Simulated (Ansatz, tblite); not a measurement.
Forces on Pt₄⁻ at its r2SCAN-D4/def2-SVPD geometry. Charge -1, multiplicity 2.

In the def2 sets Pt takes a core potential; there is no spin–orbit coupling. The xTB rows come from tblite. B3LYP takes the VWN-RPA correlation. At B3LYP-D4/def2-TZVPD the charge -1 doublet is spin-contaminated (final ⟨S²⟩ up to 1.82, 0.75 for a pure state). The geometry of the doublet was relaxed on an unsound state (⟨S²⟩ 1.90, where a pure state has 0.75). At PBE0-D4/def2-TZVPD a quartet of charge -1 lies 0.20 eV below the doublet, each at its own geometry. The structure comes from a short search, and lower isomers may exist.

GFN1-xTB (tblite), largest force 3.03 eV/Å:

```xyz
4
positions Å, forces eV/Å
Pt    0.502    1.334   -1.554   -0.985   -0.566    0.745
Pt   -0.415   -0.918   -0.856    1.111    2.049    1.936
Pt   -0.226    0.992    0.845    0.684   -2.259   -1.901
Pt    0.139   -1.408    1.565   -0.810    0.775   -0.780
```

GFN2-xTB (tblite), largest force 1.14 eV/Å:

```
Pt -0.079 0.479 -0.529
Pt 0.059 -0.861 -0.737
Pt 0.226 0.816 0.757
Pt -0.206 -0.433 0.510
```

B3LYP-D4/def2-TZVPD (Ansatz), largest force 0.54 eV/Å:

```
Pt 0.212 0.322 -0.381
Pt -0.202 -0.354 -0.317
Pt -0.127 0.370 0.328
Pt 0.116 -0.338 0.371
```
